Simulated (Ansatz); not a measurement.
CH₅FOSSi₂, SMILES `FC1O[SiH2]S[SiH2]1`. The species carries charge 0 and has multiplicity 1. Geometry: relaxed with PBE0-D4/def2-TZVP.

```xyz
11

F    -1.127    1.752   -0.234
C    -0.926    0.438   -0.631
O     0.312    0.324   -1.236
Si    1.692    0.161   -0.325
S     1.066   -0.709    1.529
Si   -0.980   -0.704    0.919
H    -1.689    0.220   -1.385
H     2.604   -0.728   -1.076
H     2.337    1.469   -0.075
H    -1.849   -0.164    1.990
H    -1.441   -2.060    0.525
```

What is the dipole moment at B3LYP/def2-TZVPP? (An estimate is asked.)

Computed: 1.25 D, with components (-0.41, -1.13, -0.34) D in this frame, pointing from negative to positive charge.

And with PBE, r2SCAN, ωB97M-V? (Best estimate.)

The calculation gave: PBE 1.12 D, r2SCAN 1.20 D, ωB97M-V 1.26 D.

Give the Mulliken charges with B3LYP, PBE, r2SCAN in def2-TZVPP. (Estimate.)

The calculation gave: 
```json
{"atom": "F1", "B3LYP": "-0.24", "PBE": "-0.19", "r2SCAN": "-0.23"}
{"atom": "C2", "B3LYP": "0.19", "PBE": "0.16", "r2SCAN": "0.22"}
{"atom": "O3", "B3LYP": "-0.35", "PBE": "-0.27", "r2SCAN": "-0.36"}
{"atom": "Si4", "B3LYP": "0.51", "PBE": "0.43", "r2SCAN": "0.54"}
{"atom": "S5", "B3LYP": "-0.33", "PBE": "-0.28", "r2SCAN": "-0.34"}
{"atom": "Si6", "B3LYP": "0.34", "PBE": "0.26", "r2SCAN": "0.37"}
{"atom": "H7", "B3LYP": "0.10", "PBE": "0.09", "r2SCAN": "0.06"}
{"atom": "H8", "B3LYP": "-0.06", "PBE": "-0.05", "r2SCAN": "-0.07"}
{"atom": "H9", "B3LYP": "-0.06", "PBE": "-0.05", "r2SCAN": "-0.07"}
{"atom": "H10", "B3LYP": "-0.05", "PBE": "-0.04", "r2SCAN": "-0.05"}
{"atom": "H11", "B3LYP": "-0.06", "PBE": "-0.05", "r2SCAN": "-0.07"}
```

B3LYP here is the variant with VWN-RPA as its local correlation; programs differ in this.
